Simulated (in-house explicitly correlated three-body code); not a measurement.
Computed with an exponentially correlated three-body code. Model: two electrons around a point charge, non-relativistic, variational in 260 exponentially correlated functions (energies converged to about 1e-7 hartree, or 1e-8 relative for large Z).

Command:
```bash
python run_hyl.py task.json out
```
Settings (lengths in bohr, energies in hartree):
```
Z                      18
screening              12.6
interaction_strength   1
functions              260
states_tried           1
```

Time taken, with all properties: 9.9 s on 1 thread of Arm Neoverse V2 (shared host).

**Ground state only, binding against the one-electron ion.**

Given: nuclear charge 18; Yukawa screening of all interactions 12.6 1/bohr.

Computed: one-electron threshold -23.2740721 hartree.

```json
{"term": "1 1S", "energy (hartree)": "-44.2366296", "binding (eV)": "570.42"}
```

**Converged states only, values per electron or pair (inverse distances are <exp(-kr)/r>).**

```tsv
term	mean r (bohr)	mean r squared (bohr²)	mean inverse r (1/bohr)	mean r12 (bohr)	mean inverse r12 (1/bohr)	mean cosine	mean p1 dot p2 (bohr⁻²)	delta r1 (bohr⁻³)	delta r12 (bohr⁻³)
1 1S	0.12604	0.023211	6.2243	0.18789	2.2269	-0.0049374	0.83507	1001.8	85.695
```

**Static dipole response.**

```
state  polarisability (bohr³)
 1 1S              0.00064822
```
